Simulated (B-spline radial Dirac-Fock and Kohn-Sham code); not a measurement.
## Photoemission from F at 13700 eV, detector at θ = 54.7°, φ = 0°

System: the F atom, [He] 2s2 2p5. Model: Dirac-Hartree-Slater photoionisation with a Latter tail; cross sections with all multipoles, angular parameters from the dipole term and its interference with E2. Program: a B-spline atomic structure program. Thresholds are tabulated edges, those marked * orbital energies of the model. For linearly polarised light dσ/dΩ = σ/(4π) [1 + β P₂(cos θ) + (δ + γ cos²θ) sin θ cos φ], with θ from the polarisation vector and φ the angle between the beam and the projection of the electron momentum on the plane normal to the polarisation. The dipole factor is 1 + βP₂ and the non-dipole term is the rest of the bracket. Open shells are filled statistically over j.

The run's input, task.json:

```json
{"items": [{
  "Z": 9,
  "q": 0,
  "cfg": [[1, 0, 2], [2, 0, 2], [2, 1, 5]],
  "A": 19,
  "rrms": 2.8976,
  "do": "xps",
  "hv": [60, 77.7, 88.3, 103.0, 107.0, 123.0, 132.0, 214.0, 349.0, 600, 650.0, 800, 1253.6, 2010.0, 2560.0, 2720.0, 2984.4, 3290.0, 3610.0, 3820.0, 4000, 5280.0, 5710.0, 6080.0, 7820.0, 9251.7, 12500.0, 13700.0, 15000],
  "edges": {"K": 696.7}
}]}
```

Run with: `python xray2_run.py task.json out`

```
subshell  threshold (eV)    σ (kb)     β     γ      δ  dipole factor  non-dipole term  dσ/dΩ (kb/sr)
      1s           696.7    0.0869  2.00  2.64  0.000          1.002           +0.720         0.0119
      2s          34.84*   0.00477  2.00  2.67  0.000          1.002           +0.727       0.000656
   2p1/2          16.00*  4.18e-05  0.07  0.98  0.434          1.000           +0.622       5.39e-06
   2p3/2          15.92*  8.07e-05  0.03  0.92  0.440          1.000           +0.611       1.03e-05
```

Values without a named source are computed, but for edge energies of neutral atoms, which are taken from tables.
